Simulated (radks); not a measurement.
Q: All-electron atom: Pb3+ in [Xe] 4f14 5d10 6s1. Method: Dirac Kohn-Sham, LDA (Slater exchange, Perdew-Wang correlation), spin-unpolarised, spherical densities, point nucleus; speed of light set to 1370.36 atomic units (10 times the physical value, a model run); computed with a radial shooting solver on a logarithmic mesh with Libxc functionals. Some entries of the table are withheld. Estimate them.

orbital,occ.,eigenvalue (eV),r(max) (bohr),<r> (bohr)
1s1/2,2,-79043.21,(1),0.01844
2s1/2,2,-13349.02,0.06647,0.07755
2p1/2,2,-12859.19,0.05148,(2)
2p3/2,4,-12842.09,0.05154,(3)
3s1/2,2,-3203.372,0.1812,0.1952
3p1/2,2,-2969.631,0.1702,0.1856
3p3/2,4,-2965.881,0.1703,0.1858
3d3/2,4,-2528.610,(4),0.1619
3d5/2,6,-2527.594,(5),0.1619
4s1/2,2,-729.6621,0.4020,0.4268
4p1/2,2,-627.1208,0.4004,0.4293
4p3/2,4,-626.2179,0.4006,0.4297
4d3/2,4,-436.7258,0.3914,0.4338
4d5/2,6,-436.5091,0.3915,0.4339
4f5/2,6,(6),0.3445,0.4442
4f7/2,8,(7),0.3446,0.4443
5s1/2,2,-142.2379,0.8730,0.9471
5p1/2,2,-107.7232,0.9179,1.016
5p3/2,4,-107.5538,0.9186,1.017
5d3/2,4,(8),1.061,1.260
5d5/2,6,(9),1.062,1.260
6s1/2,1,-33.5347,2.087,2.307

A: 
(1) 1s1/2 r(max) (bohr): 0.01224
(2) 2p1/2 <r> (bohr): 0.06547
(3) 2p3/2 <r> (bohr): 0.06555
(4) 3d3/2 r(max) (bohr): 0.1334
(5) 3d5/2 r(max) (bohr): 0.1335
(6) 4f5/2 eigenvalue (eV): -179.6952
(7) 4f7/2 eigenvalue (eV): -179.6415
(8) 5d3/2 eigenvalue (eV): -51.7632
(9) 5d5/2 eigenvalue (eV): -51.7360
